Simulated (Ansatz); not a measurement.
Mulliken charges of CH$_{6}$OSiTe, SMILES `[SiH3]OC[TeH]` from PBE/def2-TZVPP in Ansatz (PBE0-D4/def2-TZVP geometry).

```tsv
atom	x (Å)	y (Å)	z (Å)	charge (e)
Si1	0.225	1.451	-0.383	0.341
O2	-0.960	0.299	-0.334	-0.276
C3	-0.853	-0.905	0.346	-0.178
Te4	0.534	-2.353	-0.498	0.021
H5	-0.434	2.675	-0.890	-0.051
H6	1.341	1.053	-1.277	-0.046
H7	0.764	1.666	0.989	-0.067
H8	-1.817	-1.412	0.317	0.144
H9	-0.547	-0.773	1.387	0.132
H10	1.830	-1.752	0.345	-0.021
```

Problem. By hand: the dipole of these point charges (1 e Å = 4.8032 D).

Solution. Σ q r = (0.042, -0.041, 0.149) e Å, of length 0.160 e Å = 0.77 D.

Problem. How does the dipole of the full density compare? (Estimate.)

Solution. Ansatz gave: (-0.018, 0.066, 0.161) e Å, 0.84 D; the point charges give 0.92 times that, at 43° from its direction.

Point charges leave out the atoms' own dipoles, such as those of lone pairs, and Mulliken's split depends on the basis, so the two needn't agree.
